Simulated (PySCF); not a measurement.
**Optical rotation: SMILES C[C@@H]1CCOC[C@@H]1Cl, C6H11ClO**

Molfile (atoms numbered from 1):
```
C6H11ClO
     RDKit          3D

 19 19  0  0  0  0  0  0  0  0999 V2000
    2.1970   -0.0725   -0.0753 C   0  0  0  0  0  0  0  0  0  0  0  0
    0.7244    0.0205    0.3078 C   0  0  2  0  0  0  0  0  0  0  0  0
   -0.0365   -1.2631   -0.0303 C   0  0  0  0  0  0  0  0  0  0  0  0
   -1.5077   -1.1059    0.3533 C   0  0  0  0  0  0  0  0  0  0  0  0
   -2.1058   -0.0082   -0.2993 O   0  0  0  0  0  0  0  0  0  0  0  0
   -1.4700    1.2021    0.0037 C   0  0  0  0  0  0  0  0  0  0  0  0
    0.0170    1.2011   -0.3613 C   0  0  2  0  0  0  0  0  0  0  0  0
    0.1708    1.1110   -2.1404 Cl  0  0  0  0  0  0  0  0  0  0  0  0
    2.7147    0.8510    0.1740 H   0  0  0  0  0  0  0  0  0  0  0  0
    2.6691   -0.8919    0.4614 H   0  0  0  0  0  0  0  0  0  0  0  0
    2.3023   -0.2505   -1.1420 H   0  0  0  0  0  0  0  0  0  0  0  0
    0.6545    0.1943    1.3898 H   0  0  0  0  0  0  0  0  0  0  0  0
    0.0367   -1.4517   -1.1023 H   0  0  0  0  0  0  0  0  0  0  0  0
    0.3926   -2.1112    0.5039 H   0  0  0  0  0  0  0  0  0  0  0  0
   -1.5952   -0.9805    1.4454 H   0  0  0  0  0  0  0  0  0  0  0  0
   -2.0877   -1.9784    0.0473 H   0  0  0  0  0  0  0  0  0  0  0  0
   -2.0053    1.9717   -0.5566 H   0  0  0  0  0  0  0  0  0  0  0  0
   -1.5544    1.4209    1.0828 H   0  0  0  0  0  0  0  0  0  0  0  0
    0.4737    2.1504   -0.0696 H   0  0  0  0  0  0  0  0  0  0  0  0
  1  2  1  0
  2  3  1  0
  3  4  1  0
  4  5  1  0
  5  6  1  0
  6  7  1  0
  7  8  1  0
  7  2  1  0
  1  9  1  0
  1 10  1  0
  1 11  1  0
  2 12  1  1
  3 13  1  0
  3 14  1  0
  4 15  1  0
  4 16  1  0
  6 17  1  0
  6 18  1  0
  7 19  1  1
M  END
```

Computed, not measured: TDDFT CAM-B3LYP/cc-pVDZ circular dichroism and optical rotation, one conformer, gas phase (PySCF 2.14.0). Geometry: GFN2-xTB.

Stereocentres: C2 R, C7 R.

Question: What is the specific rotation at 633, 589.3, 546, 436, 405, 365, 355 nm?

Answer: [α] in deg dm⁻¹ (g/mL)⁻¹:
```
λ (nm)  origin-invariant length gauge  modified velocity gauge  length gauge (centre of mass)  isotropic polarisability (au)
   633                          +86.8                    +61.8                          +89.1                           75.9
 589.3                         +101.2                    +72.1                         +103.8                           76.1
   546                         +119.3                    +85.2                         +122.5                           76.3
   436                         +196.9                   +141.5                         +202.2                           77.3
   405                         +233.5                   +168.4                         +239.9                           77.8
   365                         +299.3                   +216.9                         +307.5                           78.6
   355                         +320.4                   +232.6                         +329.2                           78.8
```

Question: And for the mirror image at 589.3 nm?

Answer: -101.2 deg dm⁻¹ (g/mL)⁻¹ (origin-invariant length gauge): the same size and the opposite sign.

Question: What is the molar rotation [Φ] = [α]·M/100 of the geometry above at 589.3 nm?

Answer: With M = 134.60 g/mol, +136.2 deg cm² dmol⁻¹ (origin-invariant length gauge).

The first excitation lies at 7.58 eV (164 nm) with R = +8.4 × 10⁻⁴⁰ esu² cm² (velocity form).
